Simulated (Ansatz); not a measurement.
Start from `[Cl][SnH3]` and change one atom or group to get `[Cl][SnH2][I]`.

Ansatz, PBE0-D4/def2-TZVP geometries, multiplicity 1. 

Elements past krypton have def2 core potentials.

```json
{"property": "HOMO energy (ωB97M-V/def2-TZVPP) / eV", "`[Cl][SnH3]`": "-10.86"}
{"property": "HOMO energy (PBE0/def2-TZVPP) / eV", "`[Cl][SnH3]`": "-8.63"}
{"property": "HOMO–LUMO gap (ωB97M-V/def2-TZVPP) / eV", "`[Cl][SnH3]`": "11.63"}
{"property": "size of the dipole moment (ωB97M-V/def2-TZVPP) / D", "`[Cl][SnH3]`": "2.51"}
{"property": "HOMO–LUMO gap (B3LYP/def2-TZVPP) / eV", "`[Cl][SnH3]`": "7.23"}
{"property": "LUMO energy (PBE0/def2-TZVPP) / eV", "`[Cl][SnH3]`": "-0.87"}
```

What does the change do to each property? (Estimate.)

Computed: 
| property | `[Cl][SnH2][I]` | shift |
| --- | --- | --- |
| HOMO energy (ωB97M-V/def2-TZVPP) / eV | -10.02 | 0.84 |
| HOMO energy (PBE0/def2-TZVPP) / eV | -7.89 | 0.74 |
| HOMO–LUMO gap (ωB97M-V/def2-TZVPP) / eV | 10.01 | -1.62 |
| size of the dipole moment (ωB97M-V/def2-TZVPP) / D | 2.21 | -0.30 |
| HOMO–LUMO gap (B3LYP/def2-TZVPP) / eV | 5.52 | -1.71 |
| LUMO energy (PBE0/def2-TZVPP) / eV | -1.84 | -0.97 |

With PBE0 the HOMO rises by 0.74 eV and the LUMO falls by 0.97 eV, so the gap narrows by about 1.71 eV. PBE moves the HOMO by 0.52 eV and ωB97M-V by 0.84 eV. Dipoles are sizes alone; their direction can turn.

B3LYP here is the variant with VWN-RPA as its local correlation; programs differ in this.

Spin–orbit coupling is left out; it splits and shifts lone-pair levels of the heavy atoms by tenths of an eV.
